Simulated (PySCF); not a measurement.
B(H)(OH)(PH2) (BH4OP), SMILES OBP.

Geometry optimised at PBE0-D3(BJ)/def2-TZVP. Other conformers were not sampled.

Method: B3LYP/def2-TZVPD in PySCF.

Gas-phase values at a fixed geometry.

Estimate the frontier levels, gap, dipole moment and polarisability. (The exact figures need the calculation; the answer reports its results.)


The highest occupied level comes out as -7.23 eV and the lowest empty level is -0.90 eV. The orbital gap comes out as 6.32 eV. The dipole moment comes out as 1.41 D and the quadrupole, principal values (traceless, Buckingham form, about the centre of nuclear charge) is -6.83, 0.69, 6.14 D·Å. The mean static polarisability comes out as 48.9 bohr³ (7.24 Å³) and the polarisability, principal values is 41.2, 47.5, 57.8 bohr³.
